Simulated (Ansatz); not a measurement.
`[SiH2]1[SiH2][SiH2][SiH2][SiH2][SiH2]1`, charge 0, multiplicity 1.

Problem. Give a relaxed structure at PBE0-D4/def2-TZVP (Ansatz). (An estimate is asked.)

Solution. Computed: 
Z-matrix (Å, degrees):
```
Si
Si 1 2.338
Si 1 2.345 2 108.1
H 1 1.491 2 108.5 3 118.0
H 1 1.490 2 112.4 3 -122.4
Si 2 2.345 1 108.1 3 -71.8
H 2 1.490 1 112.4 3 165.8
H 2 1.491 1 108.5 3 46.2
Si 3 2.345 1 110.2 2 34.0
H 3 1.490 1 109.3 2 -86.8
H 3 1.490 1 109.8 2 154.6
Si 6 2.345 2 110.2 1 34.0
H 6 1.490 2 109.8 1 154.5
H 6 1.490 2 109.3 1 -86.8
H 9 1.491 3 109.0 1 -83.6
H 9 1.490 3 110.7 1 157.6
H 12 1.490 6 110.7 2 157.6
H 12 1.491 6 109.0 2 -83.5
```
Point group D2.
This is one stationary point; other conformers may exist.
